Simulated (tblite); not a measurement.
C2H11AsO2Si3.
SMILES with atom numbers: `[CH3:1][O:2][C:3](=[O:4])[SiH2:5][As:6]([SiH3:7])[SiH3:8]` (hydrogens: H9, H10, H11 on C1; H12, H13 on Si5; H14, H15, H16 on Si7; H17, H18, H19 on Si8)

Cartesian coordinates in Å at the GFN2-xTB level; atoms count from 1:
```
atom  x, y, z in Å
C1     3.195    0.805    0.533
O2     1.925    0.167    0.458
C3     1.802   -0.927   -0.316
O4     2.709   -1.391   -0.956
Si5    0.006   -1.578   -0.187
As6   -1.038    0.083    1.020
Si7   -1.109    1.741   -0.610
Si8   -3.202   -0.721    0.742
H9     3.340    1.124    1.563
H10    3.973    0.101    0.230
H11    3.206    1.670   -0.133
H12   -0.397   -1.915   -1.564
H13    0.097   -2.863    0.526
H14   -1.557    1.281   -1.935
H15   -2.039    2.801   -0.188
H16    0.207    2.369   -0.790
H17   -3.386   -1.949    1.527
H18   -3.554   -1.049   -0.649
H19   -4.188    0.259    1.216
```

All values are computed: GFN2-xTB (tblite) harmonic vibrations without scaling, gas phase. Errors from tens to a few hundred cm⁻¹ against measured bands are possible. Modes of hydrogen on silicon can be 10 to 20 % off. One conformer, not necessarily the lowest. The optimisation stopped once no atom felt more than 0.01 eV/Å.

Lowest wavenumbers of the output (negative numbers stand for imaginary wavenumbers):
```
mode    cm-1
  1     -34.0
  2      27.5
  3      34.1
  4      63.2
  5      76.5
  6      85.8
  7      98.0
  8     101.8
  9     113.4
 10     160.7
```

**Question.** Is this structure a minimum?

**Answer.** Not by this Hessian. 1 mode is imaginary beyond 20i (34i cm⁻¹), so at this level the point lies at or near a first-order saddle. The curvature is small, so loose convergence or finite differences may be the whole cause.

**Question.** Which atoms move in the imaginary mode?

**Answer.** 34i: H11 (methyl hydrogen) 35 %, H10 (methyl hydrogen) 32 %, H9 (methyl hydrogen) 31 %. These are shares of the mass-weighted motion.

**Question.** What is the remedy?

**Answer.** Step along that mode in both directions, optimise again with tighter thresholds and repeat the frequencies. The zero-point energy of this point (71.5 kcal/mol) counts the 50 real modes alone, and thermal corrections from it aren't those of a minimum.
